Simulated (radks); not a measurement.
Problem. All-electron atom: Pm I in [Xe] 4f5 6s2. Method: scalar-relativistic Kohn-Sham, LDA (Slater exchange, Perdew-Wang correlation), spin-polarised, spherical densities, point nucleus; open shells are filled with parallel spins first (spin-orbit coupling, left out, can overturn this in heavy ions); computed with a radial shooting solver on a logarithmic mesh with Libxc functionals. Some entries of the table are withheld. Estimate them.

orbital,occ.,eigenvalue (eV),r(max) (bohr),<r^2> (bohr^2)
1s down,1,-44979.45,0.01480,0.0007326
1s up,1,-44979.45,0.01480,0.0007326
2s up,1,-7313.492,0.08387,0.01157
2s down,1,-7313.445,0.08387,0.01157
2p up,3,-6534.052,0.06763,0.009267
2p down,3,-6534.020,0.06763,0.009267
3s up,1,-1594.312,0.2389,0.07777
3s down,1,-1592.821,0.2388,0.07768
3p up,3,-1349.560,0.2340,0.07780
3p down,3,-1348.082,0.2339,0.07769
3d up,5,-1013.164,0.1917,0.06580
3d down,5,-1012.004,0.1916,0.06567
4s up,1,-317.5390,0.5521,0.3975
4s down,1,-313.8723,0.5519,0.3973
4p up,3,-237.1882,0.5763,0.4492
4p down,3,-233.5246,0.5760,0.4492
4d up,5,-123.6836,0.6027,0.5509
4d down,5,-120.0517,0.6024,0.5521
5s up,1,-42.7347,1.284,2.314
5s down,1,-40.5746,1.293,2.372
5p up,3,-23.3350,1.457,3.233
5p down,3,-21.6799,1.475,3.365
6s up,1,-3.7601,3.627,20.78
6s down,1,-3.5445,3.727,21.95
4f up,5,(1),0.6365,1.510
5d up,0,-2.1448,2.185,12.57
5d down,0,-1.6305,2.315,15.34
6p up,0,-1.3024,4.944,40.48
6p down,0,-1.2168,5.098,42.81
4f down,0,(2),0.6395,2.350

Solution. 
(1) 4f up eigenvalue (eV): -3.3017
(2) 4f down eigenvalue (eV): -0.2580
